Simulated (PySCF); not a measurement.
This PySCF input asks for the NMR shieldings of SMILES C=Cc1ccc(F)cc1, C8H7F; the geometry comes from GFN2-xTB.

```python
import basis_set_exchange as bse
import numpy as np
from pyscf import gto, dft
from pyscf.prop import nmr

atoms = """
C     2.285479   -1.628535    0.567835
C     1.827059   -0.589756   -0.120404
C     0.468496   -0.059442   -0.104070
C     0.168980    1.046684   -0.903233
C    -1.099666    1.591869   -0.929891
C    -2.083573    1.020315   -0.144233
F    -3.327628    1.544357   -0.162071
C    -1.825676   -0.075470    0.660020
C    -0.552206   -0.607996    0.675140
H     3.311441   -1.943430    0.484919
H     1.670744   -2.206296    1.236284
H     2.506533   -0.056295   -0.774208
H     0.945136    1.485478   -1.513737
H    -1.333212    2.445794   -1.546203
H    -2.617049   -0.496477    1.260010
H    -0.352459   -1.461857    1.302430
"""
names = dict.fromkeys(["C", "F", "H"], "pcSseg-1")
basis = {el: gto.basis.parse(bse.get_basis(n, elements=[el], fmt="nwchem")) for el, n in names.items()}
mol = gto.M(atom=atoms, basis=basis, charge=0, verbose=0)
mf = dft.RKS(mol, xc="PBE0")
mf.grids.level = 2
mf.grids.alignment = dft.numint.BLKSIZE   # the property module wants whole blocks of grid points
mf.conv_tol = 1e-9
mf.kernel()

calc = nmr.RKS(mf)   # GIAO
C = mf.mo_coeff
Co = C[:, mf.mo_occ > 0]
resp = mf.gen_response(singlet=True, hermi=2)
def vind(x):   # induced exchange potential for any number of trial vectors
    d = np.einsum("pi,xij,qj->xpq", C, 2 * x.reshape(-1, C.shape[1], Co.shape[1]), Co, optimize=True)
    return np.einsum("xpq,pi,qj->xij", resp(d - d.transpose(0, 2, 1)), C, Co, optimize=True).ravel()
mo1, _ = nmr.rhf.solve_mo1(calc, with_cphf=vind)
sigma = calc.kernel(mo1)
for i, s in enumerate(sigma):   # ppm
    w = np.linalg.eigvalsh((s + s.T) / 2)
    print("%2d %-2s iso %8.1f  s11 %8.1f  s22 %8.1f  s33 %8.1f" % (i, mol.atom_pure_symbol(i), w.mean(), *w))
```

Q: What does it print?

A: 
```
 0 C  iso     69.1  s11    -40.9  s22     75.9  s33    172.1
 1 C  iso     43.3  s11    -70.7  s22     57.4  s33    143.2
 2 C  iso     49.4  s11    -42.6  s22     13.5  s33    177.5
 3 C  iso     49.2  s11    -47.7  s22     36.2  s33    159.1
 4 C  iso     65.5  s11    -21.2  s22     50.6  s33    167.0
 5 C  iso     14.1  s11    -71.2  s22     30.5  s33     82.9
 6 F  iso    285.8  s11    204.5  s22    297.1  s33    355.9
 7 C  iso     65.5  s11    -21.6  s22     50.0  s33    168.0
 8 C  iso     57.3  s11    -46.0  s22     37.5  s33    180.5
 9 H  iso     26.1  s11     24.2  s22     24.7  s33     29.5
10 H  iso     25.5  s11     23.2  s22     23.7  s33     29.7
11 H  iso     24.9  s11     22.3  s22     23.5  s33     29.0
12 H  iso     24.4  s11     21.0  s22     24.1  s33     28.0
13 H  iso     24.4  s11     21.0  s22     24.9  s33     27.3
14 H  iso     24.4  s11     20.8  s22     24.9  s33     27.4
15 H  iso     23.6  s11     19.2  s22     23.4  s33     28.2
```

These numbers come from an equivalent density-fitted implementation of the same equations, which agrees with the script to about 0.01 ppm for H and up to a few tenths of a ppm for heavy atoms, so last digits may differ.

Q: Turn these shieldings into chemical shifts. References, each an isolated molecule treated in the same way: 13C (186.93 ppm), 1H (31.72 ppm) against TMS; 19F (170.95 ppm) vs CFCl3.

A: Averaging equivalent atoms: C 5: 172.9; C 1: 143.6; C 2: 137.5; C 3/8: 133.7; C 4/7: 121.4; C 0: 117.9; F 6: -114.9; H 12/15: 7.74; H 13/14: 7.32; H 11: 6.79; H 10: 6.18; H 9: 5.58 ppm. Unscaled 19F shifts against computed CFCl3 carry errors that often reach 10 to 50 ppm.

Size and cost of the density-fitted run: 188 basis functions, 20 s wall time on 1 thread of an x86-64 server CPU, shared host.
